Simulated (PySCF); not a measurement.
CH4FGaO2, SMILES [O]([Ga]([F])[OH])C.

Coordinates come from a PBE0-D3(BJ)/def2-SVP optimisation. The structure was generated by enumeration; whether it is a known compound was not checked. The values are those of a single conformer.

These are PBE0-D3(BJ)/def2-SVP (PySCF) values and carry that method's errors.

Frequencies are harmonic and unscaled.

```json
[
 {"mode": "1", "ν (cm⁻¹)": "30", "IR (km/mol)": "0.7", "moving atoms (share of kinetic energy)": "H 89 %, O 10 %"},
 {"mode": "2", "ν (cm⁻¹)": "93", "IR (km/mol)": "3.4", "moving atoms (share of kinetic energy)": "O 29 %, H 26 %, F 21 %, C 20 %"},
 {"mode": "3", "ν (cm⁻¹)": "104", "IR (km/mol)": "2.3", "moving atoms (share of kinetic energy)": "O 30 %, C 29 %, H 18 %, F 12 %, Ga 11 %"},
 {"mode": "4", "ν (cm⁻¹)": "180", "IR (km/mol)": "36.7", "moving atoms (share of kinetic energy)": "F 47 %, O 31 %, Ga 14 %"},
 {"mode": "5", "ν (cm⁻¹)": "198", "IR (km/mol)": "41.9", "moving atoms (share of kinetic energy)": "Ga 41 %, O 40 %, F 15 %"},
 {"mode": "6", "ν (cm⁻¹)": "271", "IR (km/mol)": "11.4", "moving atoms (share of kinetic energy)": "O 41 %, C 24 %, H 14 %, Ga 14 %"},
 {"mode": "7", "ν (cm⁻¹)": "337", "IR (km/mol)": "117.5", "moving atoms (share of kinetic energy)": "H 91 %, O 8 %"},
 {"mode": "8", "ν (cm⁻¹)": "629", "IR (km/mol)": "11.1", "moving atoms (share of kinetic energy)": "O 63 %, F 16 %, C 11 %"},
 {"mode": "9", "ν (cm⁻¹)": "723", "IR (km/mol)": "78.7", "moving atoms (share of kinetic energy)": "F 38 %, O 33 %, Ga 23 %"},
 {"mode": "10", "ν (cm⁻¹)": "751", "IR (km/mol)": "108.0", "moving atoms (share of kinetic energy)": "O 46 %, Ga 27 %, F 27 %"},
 {"mode": "11", "ν (cm⁻¹)": "835", "IR (km/mol)": "84.8", "moving atoms (share of kinetic energy)": "H 90 %"},
 {"mode": "12", "ν (cm⁻¹)": "1155", "IR (km/mol)": "170.4", "moving atoms (share of kinetic energy)": "O 40 %, C 37 %, H 23 %"},
 {"mode": "13", "ν (cm⁻¹)": "1178", "IR (km/mol)": "0.0", "moving atoms (share of kinetic energy)": "H 77 %, C 18 %"},
 {"mode": "14", "ν (cm⁻¹)": "1212", "IR (km/mol)": "53.4", "moving atoms (share of kinetic energy)": "H 54 %, C 23 %, O 23 %"},
 {"mode": "15", "ν (cm⁻¹)": "1471", "IR (km/mol)": "1.8", "moving atoms (share of kinetic energy)": "H 96 %"},
 {"mode": "16", "ν (cm⁻¹)": "1476", "IR (km/mol)": "9.5", "moving atoms (share of kinetic energy)": "H 90 %, C 9 %"},
 {"mode": "17", "ν (cm⁻¹)": "1482", "IR (km/mol)": "12.3", "moving atoms (share of kinetic energy)": "H 95 %"},
 {"mode": "18", "ν (cm⁻¹)": "3016", "IR (km/mol)": "70.7", "moving atoms (share of kinetic energy)": "H 97 %"},
 {"mode": "19", "ν (cm⁻¹)": "3105", "IR (km/mol)": "29.4", "moving atoms (share of kinetic energy)": "H 90 %, C 10 %"},
 {"mode": "20", "ν (cm⁻¹)": "3111", "IR (km/mol)": "30.3", "moving atoms (share of kinetic energy)": "H 90 %, C 10 %"},
 {"mode": "21", "ν (cm⁻¹)": "3909", "IR (km/mol)": "96.0", "moving atoms (share of kinetic energy)": "H 94 %"}
]
```
